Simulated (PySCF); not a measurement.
One molecule, one basis, several functionals.

Species: CHBF₂S.
SMILES: `FB(F)C=S`

Torsions of this conformer, `[F:1][B:2]([F:3])[CH:4]=[S:5]`: F1–B2–C4–S5 7°.

PySCF, def2-SVPD basis, density fitting, gas phase, PBE0-D3(BJ)/def2-SVP geometry; singlet excitations by full TDDFT with frozen cores, triplets by Tamm–Dancoff TDDFT and ionisation energies by ΔSCF, from the lowest of the holes tried. One functional is left out:

```
functional  exact exchange (%)  HOMO energy (eV)  LUMO energy (eV)  lowest singlet excitation (eV)  lowest triplet excitation (eV)  dipole moment (D)  mean polarisability (au)  vertical ionisation energy (eV)
       LDA                   0             -5.90             -4.81                            1.38                            0.87              1.148                      47.7                             9.59
       PBE                   0             -5.80             -4.60                            1.46                            0.87              1.124                      47.7                             9.37
      PBE0                  25             -7.08             -3.72                            1.57                            0.94              1.206                      45.8                             9.49
 BHandHLYP                  50             -8.23             -2.67                            1.68                            1.06              1.275                      44.8                             9.43
```

Task: Predict the row of B3LYP (20 % exact exchange) by straight lines through the other rows, and check it.

Result: 
```tsv
property	line	computed	computed − line	PBE0 (25 %), for comparison
HOMO energy (eV)	-6.81	-6.84	-0.03	-7.08
LUMO energy (eV)	-3.90	-3.89	+0.01	-3.72
lowest singlet excitation (eV)	1.53	1.56	+0.03	1.57
lowest triplet excitation (eV)	0.94	0.98	+0.04	0.94
dipole moment (D)	1.192	1.184	-0.008	1.206
mean polarisability (au)	46.4	46.3	-0.1	45.8
vertical ionisation energy (eV)	9.47	9.52	+0.05	9.49
```

Task: Which of these properties follows the share of exact exchange most closely, and which least?

Result: Most closely the HOMO energy, least the vertical ionisation energy; the correlations over the tabulated rows are HOMO energy -0.999, LUMO energy 0.996, lowest triplet excitation 0.991, dipole moment 0.989, mean polarisability -0.988, lowest singlet excitation 0.965, vertical ionisation energy -0.223. The HOMO energy moves by -0.477 eV for every 10 %. Functionals with the same share still differ in their other parts: at 0 % LDA and PBE differ by 0.10 eV in it.
